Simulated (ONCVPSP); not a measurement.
**Ta: one change to an ONCV potential, before and after**

ONCVPSP 4.0.1 input, shortened (lines: element, Z, core and valence counts, functional; n l f; lmax; l rc ep ncon nbas qcut; lloc lpopt rc5 dvloc0; l nproj debl; icmod fcfact rcfact), LDA (Perdew-Zunger), scalar-relativistic:

```
  Ta 73.00   10    4        3      upf
    1    0    2.00
    2    0    2.00
    2    1    6.00
    3    0    2.00
    3    1    6.00
    3    2   10.00
    4    0    2.00
    4    1    6.00
    4    2   10.00
    4    3   14.00
    5    0    2.00
    5    1    6.00
    5    2    3.00
    6    0    2.00
    2
    0    1.90    0.00    4    7    6.20
    1    1.70    0.00    4    7    7.70
    2    2.45    0.00    4    9    6.10
    4    5    1.25    2.00
    0    3    3.30
    1    2    2.00
    2    1    0.90
    3    3.75    1.00
```

All-electron outer shells of the reference configuration (LDA (Perdew-Zunger), scalar-relativistic, ld1.x):

| shell | level (eV) | outermost node (bohr) | outermost maximum (bohr) |
| --- | --- | --- | --- |
| 5s | -73.19 | 0.54 | 0.98 |
| 5p | -39.56 | 0.58 | 1.13 |
| 4f | -24.93 | – | 0.44 |
| 6s | -5.62 | 1.32 | 2.74 |
| 5d | -3.79 | 0.65 | 1.58 |

Change: p: ncon 5, nbas 8.

Cutoffs: the cutoffs (Ha) at which the residual kinetic energy of the hardest occupied pseudo-wave falls to 1 and 0.1 mHa per electron; they do not see the model core or the augmentation charge, which bear on the density cutoff. Errors are all-electron minus pseudo energies relative to the spin-unpolarised reference configuration.

Task: Predict the effect on cutoff, ghosts and configuration errors.

Result: The potential gets harder (20 Ha and 25 Ha → 24 Ha and 30 Ha); the errors of the 4 common tests hardly move; neither file shows a bound ghost.

```csv
quantity,base,changed
"cutoff, loose",20 Ha,24 Ha
"cutoff, tight",25 Ha,30 Ha
loose cutoff by channel,"s 14 Ha, p 20 Ha, d 12 Ha","s 14 Ha, p 24 Ha, d 12 Ha"
bound ghosts,none,none
GHOST(+) flags under 300 eV,s at 296.7 eV,s at 296.7 eV
"error for 5s2 5p6 5d3 6s1, meV [ΔE 8.70 eV]",-2.7,-2.7
"error for 5s2 5p6 5d3 6s0, meV [ΔE 24.01 eV]",-6.7,-6.9
"error for 5s2 5p6 5d2 6s0, meV [ΔE 47.94 eV]",-14,-15
"error for 5s2 5p6 5d3 6s1 6p1, meV [ΔE 4.26 eV]",-1.3,-1.5
s: phases at 1.93 bohr within 0.05 rad from the reference energy up to (Ha; the scan ends near 5),to the end of the scan,to the end of the scan
p: phases at 1.73 bohr within 0.05 rad from the reference energy up to (Ha; the scan ends near 5),to the end of the scan,to the end of the scan
d: phases at 2.48 bohr within 0.05 rad from the reference energy up to (Ha; the scan ends near 5),to the end of the scan,to the end of the scan
"rms error of d²Exc/dni dnj with the model core, mHa",4.70,4.67
```
